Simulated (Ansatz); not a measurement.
Molecule: methylselanylmethylselanylethane, C4H10Se2, net charge 0, singlet state. SMILES: CC[Se]C[Se]C
Coordinates optimised at B3LYP-D3(BJ)/def2-TZVP (Ansatz, a first-principles code):
```
C
H 1 1.0867
H 1 1.0879 2 109.74
Se 1 1.9532 2 106.68 3 118.53
Se 1 1.9694 2 109.98 3 -120.13
C 5 1.9660 1 97.22 2 75.78
H 6 1.0876 5 110.40 1 -62.49
H 6 1.0880 7 110.55 5 -122.14
H 6 1.0882 7 109.48 8 -120.67
C 4 1.9753 1 97.09 2 -166.05
H 10 1.0885 4 106.63 1 -49.66
H 10 1.0894 11 108.99 4 -115.72
C 10 1.5190 11 111.76 12 -123.64
H 13 1.0908 10 111.22 11 -57.27
H 13 1.0916 14 108.10 10 122.82
H 13 1.0922 14 107.99 15 116.28
```
Charge 0, spin multiplicity 1.

Wanted: atomisation energy (electronic, to ground-state atoms), in eV. Correlated levels leave the core frozen unless marked. UHF or UKS for open shells. Spin-orbit coupling is left out. Frozen are the shells of the preceding noble gas and the d and f shells that filled before the atom's block. No relativistic terms. The coupled-cluster limit lacks core correlation, which all-electron functionals hold. Basis-set limits of correlation are two-point, X^-3; Hartree-Fock from the larger set.

| level | program | atomisation energy (eV) |
|---|---|---|
| PBE0/def2-TZVP | Ansatz | [?] |
| r2SCANh/def2-TZVPD | Ansatz | 59.55 |
| RPA@PBE/cc-pVQZ | Ansatz | 56.55 |
| SCS-MP2/cc-pVQZ | Ansatz | 59.59 |
| CCSD(T)/CBS(cc-pVTZ,cc-pVQZ) | Ansatz | [?] |

Question: What belongs in the gaps?

Answer: 
- PBE0/def2-TZVP, atomisation energy (eV): 59.79
- CCSD(T)/CBS(cc-pVTZ,cc-pVQZ), atomisation energy (eV): 59.71
